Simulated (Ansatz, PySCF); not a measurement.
C2H7BFNO, SMILES COCB(N)F. Atoms are numbered in the order given.

```xyz
13

C      2.0212     0.6948     0.0691
O      1.2222     0.1583    -0.9507
C      0.3379    -0.8491    -0.4676
B     -0.9713    -0.2544     0.1994
N     -1.2967     1.0931     0.0472
F     -1.7866    -1.0689     0.8979
H      2.6880    -0.0721     0.5158
H      2.6463     1.4849    -0.3730
H      1.4169     1.1364     0.8888
H      0.8649    -1.5479     0.2173
H      0.0439    -1.4618    -1.3405
H     -2.1328     1.5239     0.4215
H     -0.7074     1.6938    -0.5176
```
Charge 0, spin multiplicity 1.

Geometry optimised at r2SCAN-D4/def2-SVP. This is a generated structure with no PubChem entry under its InChIKey; it may be hypothetical. The values are those of a single conformer.

Two levels are set side by side: PBE-D3(BJ)/def2-SVP (Ansatz, an electronic-structure program) and r2SCAN-D4/def2-SVP (Ansatz). Each level has its own optimised geometry; the coordinates shown are those of the second. Frequencies come from the Hessian of PySCF at each geometry. Differences are taken from unrounded values.

```tsv
quantity	r2SCAN-D4
mean bond length (Å)	1.227
bond C1–O2 (Å)	1.402
bond O2–C3 (Å)	1.425
bond C3–B4 (Å)	1.585
bond B4–N5 (Å)	1.395
bond B4–F6 (Å)	1.348
bond C1–H7 (Å)	1.110
bond C1–H8 (Å)	1.100
bond C1–H9 (Å)	1.110
bond C3–H10 (Å)	1.111
bond C3–H11 (Å)	1.106
bond N5–H12 (Å)	1.012
bond N5–H13 (Å)	1.013
highest harmonic wavenumber (cm⁻¹)	3717
mean harmonic wavenumber (cm⁻¹)	1384
zero-point energy (kcal/mol)	65.28
```

What does PBE-D3(BJ) give, and how far is it from r2SCAN-D4? (Estimate from the structure and the level; the computed values follow.)


```tsv
quantity	PBE-D3(BJ)	PBE-D3(BJ) minus r2SCAN-D4
mean bond length (Å)	1.234	0.007
bond C1–O2 (Å)	1.407	0.005
bond O2–C3 (Å)	1.430	0.005
bond C3–B4 (Å)	1.593	0.008
bond B4–N5 (Å)	1.400	0.006
bond B4–F6 (Å)	1.355	0.008
bond C1–H7 (Å)	1.119	0.009
bond C1–H8 (Å)	1.108	0.008
bond C1–H9 (Å)	1.118	0.008
bond C3–H10 (Å)	1.119	0.008
bond C3–H11 (Å)	1.114	0.008
bond N5–H12 (Å)	1.019	0.007
bond N5–H13 (Å)	1.021	0.007
highest harmonic wavenumber (cm⁻¹)	3632	-86
mean harmonic wavenumber (cm⁻¹)	1348	-36
zero-point energy (kcal/mol)	63.58	-1.70
```
